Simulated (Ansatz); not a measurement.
Ansatz (a program for electronic structure) input (CCSD(T)/aug-cc-pVTZ):

Ansatz 0.2 input:
```yaml
crystal:
  periodic: [false, false, false]
  atoms:
    - {symbol: F, position_ang: [1.49347940, 1.28824918, 0.08207615]}
    - {symbol: B, position_ang: [0.97599155, 0.08715415, 0.01735513]}
    - {symbol: F, position_ang: [1.75253241, -0.96530319, -0.02403104]}
    - {symbol: C, position_ang: [-0.63119463, -0.07431280, -0.01143717]}
    - {symbol: F, position_ang: [-1.18598854, 0.47430348, 1.09296685]}
    - {symbol: F, position_ang: [-1.02718446, -1.35747636, -0.06853402]}
    - {symbol: F, position_ang: [-1.15425990, 0.56134980, -1.08449491]}
basis:
  gaussian:
    orbitals: aug-cc-pVTZ
total_charge: 1
magnetization: {spin_polarized: true, initial_magnetization: 1}
correlation: {method: ccsd_t, electrons: outside_noble_gas}
```

End of the output:

```
integrals: 5.61 GiB planned
2015 factors; integrals over basis functions are off by at most 8.1e-4 eV
1.94 GiB of device memory are held for the factors and their scratch space
mean field: 2.22 GiB planned
mean field evaluation 1: about -15219.9330 eV, gradient 4.7e1 eV
mean field evaluation 2: about -15219.9335 eV, gradient 4.7e1 eV
mean field evaluation 4: about -15227.0435 eV, gradient 3.3e0 eV
mean field evaluation 8: about -15227.1589 eV, gradient 2.5e-1 eV
mean field evaluation 16: about -15223.5060 eV, gradient 3.6e1 eV
mean field evaluation 32: about -15227.1105 eV, gradient 1.7e0 eV
mean field evaluation 64: about -15224.1288 eV, gradient 2.9e0 eV
mean field evaluation 96: about -15225.2004 eV, gradient 3.4e-4 eV
mean field evaluation 128: about -15226.8928 eV, gradient 5.0e-1 eV
mean field -15227.16035931 eV, -559.5878218645 hartree, gradient 1.5e-6 eV, S^2 0.774999; 3 other end points of the search recorded, 0 dependent functions left out
determinant -15227.16035931 eV, -559.5878218645 hartree, with singles and doubles -15268.68438576 eV, -561.1138016908 hartree
determinant -15225.20036085 eV, -559.5157932498 hartree, with singles and doubles -15265.37538926 eV, -560.9921983122 hartree
determinant -15224.96990053 eV, -559.5073239892 hartree, with singles and doubles -15266.90923066 eV, -561.0485659440 hartree
7 core orbitals not correlated
reference -15227.16035931 eV, -559.5878218645 hartree; 21, 20 occupied and 294, 295 virtual orbitals, 2015 factors
second order -41.72364724 eV of doubles, -0.00000000 eV of singles
coupled cluster: 52.18 GiB planned
cycle   1  -41.38482293 eV  change    -5.0e0 eV  update   3.4e-2
cycle   2  -41.51097498 eV  change   -1.3e-1 eV  update   7.5e-3
cycle   3  -41.50631209 eV  change    4.7e-3 eV  update   4.1e-3
cycle   4  -41.50942036 eV  change   -3.1e-3 eV  update   1.5e-3
cycle   5  -41.50949884 eV  change   -7.8e-5 eV  update   9.8e-4
cycle   6  -41.51077866 eV  change   -1.3e-3 eV  update   4.2e-4
cycle   7  -41.51101810 eV  change   -2.4e-4 eV  update   2.6e-4
cycle   8  -41.51095891 eV  change    5.9e-5 eV  update   1.3e-4
cycle   9  -41.51095703 eV  change    1.9e-6 eV  update   9.5e-5
cycle  10  -41.51086035 eV  change    9.7e-5 eV  update   5.7e-5
cycle  11  -41.51088146 eV  change   -2.1e-5 eV  update   3.4e-5
cycle  12  -41.51091736 eV  change   -3.6e-5 eV  update   2.4e-5
perturbative correction -1.62978918 eV, -0.0598936478 hartree
Total energy: -15270.30106585 eV, -561.1732135882 hartree
```

This state (charge 1, doublet) is run at the relaxed geometry of the species with charge 0 and multiplicity 1.
